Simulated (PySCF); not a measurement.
acetone (C3H6O), SMILES C(C)(=O)C.

Coordinates come from a B3LYP-D3(BJ)/def2-TZVP optimisation.

Calculation: HF/def2-TZVP in PySCF.

Symmetry labels are those of the subgroup C2v that the program uses (full group C2v).

Task: List the valence orbital energies around the gap with their symmetry. (The exact figures need the calculation; the answer reports its results.)

Result: 
```json
[
 {"orbital": "HOMO−7", "symmetry": "B1", "energy (eV)": "-17.49"},
 {"orbital": "HOMO−6", "symmetry": "A1", "energy (eV)": "-17.34"},
 {"orbital": "HOMO−5", "symmetry": "B2", "energy (eV)": "-16.85"},
 {"orbital": "HOMO−4", "symmetry": "A1", "energy (eV)": "-15.46"},
 {"orbital": "HOMO−3", "symmetry": "A2", "energy (eV)": "-15.39"},
 {"orbital": "HOMO−2", "symmetry": "B1", "energy (eV)": "-14.55"},
 {"orbital": "HOMO−1", "symmetry": "B2", "energy (eV)": "-13.09"},
 {"orbital": "HOMO", "symmetry": "B1", "energy (eV)": "-11.20"},
 {"orbital": "LUMO", "symmetry": "A1", "energy (eV)": "3.60"},
 {"orbital": "LUMO+1", "symmetry": "B2", "energy (eV)": "3.62"},
 {"orbital": "LUMO+2", "symmetry": "B1", "energy (eV)": "4.68"},
 {"orbital": "LUMO+3", "symmetry": "A1", "energy (eV)": "5.17"}
]
```
